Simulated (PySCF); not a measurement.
Compound: bromopentafluoroethane, C2BrF5.
SMILES: `FC(F)(F)C(F)(F)Br`

All values: CAM-B3LYP/def2-SVPD (PySCF, non-relativistic), on one gas-phase PBE0-D3(BJ)/def2-SVP geometry that isn't relaxed in the solvent. The solvent is an IEF-PCM continuum (Bondi radii, 1.10 Å for H, scaled by 1.2), and excitations are vertical TDDFT with non-equilibrium linear response and a frozen core. Specific hydrogen bonds and non-electrostatic terms are outside this model. Spin–orbit coupling is left out although an atom past zinc is present.

Gas-phase singlets (H = HOMO, L = LUMO):

| state | E (eV) | λ (nm) | f | leading configurations |
| --- | --- | --- | --- | --- |
| S1 | 6.242 | 199 | 0.000 | H→L 96% |
| S2 | 6.275 | 198 | 0.001 | H-1→L 96% |
| S3 | 8.748 | 142 | 0.175 | H-2→L 72%, H-1→L+1 12% |
| S4 | 8.811 | 141 | 0.101 | H→L+1 84%, H→L+2 10% |
| S5 | 8.880 | 140 | 0.119 | H-1→L+1 72%, H-2→L 10% |

Problem. How does the list change in methanol (ε = 32.61)?

Solution. 
```tsv
state	E (eV)	λ (nm)	f	leading configurations	change by rank (eV)
S1	6.281	197	0.000	H→L 96%	+0.039
S2	6.309	197	0.001	H-1→L 96%	+0.034
S3	8.750	142	0.194	H-2→L 51%, H-1→L+1 32%	+0.002
S4	8.757	142	0.129	H→L+1 80%, H→L+2 13%	-0.054
S5	8.835	140	0.177	H-1→L+1 48%, H-2→L 32%	-0.045
```

Problem. How does the list change in acetonitrile (ε = 35.69)?

Solution. 
```csv
state,E (eV),λ (nm),f,leading configurations,change by rank (eV)
S1,6.281,197,0.000,H→L 96%,+0.039
S2,6.309,197,0.001,H-1→L 96%,+0.034
S3,8.748,142,0.195,"H-2→L 51%, H-1→L+1 33%",0.000
S4,8.755,142,0.130,"H→L+1 80%, H→L+2 13%",-0.056
S5,8.833,140,0.179,"H-1→L+1 47%, H-2→L 33%",-0.047
```

Problem. The ground-state energy changes by -0.042 eV from gas to acetonitrile. By how much does the total energy of gas-phase S1 change?

Solution. E(S1) = E(S0) + excitation energy, so it changes by -0.042 + 0.039 = -0.003 eV: it is lowered less than the ground state, which is what a blue shift means. This is the vertical state, with the slow part of the continuum still set for S0.

Problem. How do the frontier levels move from gas to acetonitrile?

Solution. 
```
orbital  gas (eV)  solvent (eV)  change (eV)
 LUMO+2      1.80          1.91        +0.11
 LUMO+1      1.16          1.25        +0.09
   LUMO     -0.28         -0.05        +0.23
   HOMO    -10.73        -10.57        +0.16
 HOMO-1    -10.77        -10.61        +0.16
 HOMO-2    -12.42        -12.28        +0.14
 HOMO-3    -14.24        -14.12        +0.12
```

The HOMO–LUMO gap goes from 10.45 to 10.52 eV.

The values belong to the conformer `[F:1][C:2]([F:3])([F:4])[C:5]([F:6])([F:7])[Br:8]`: F1–C2–C5–F6 59°.
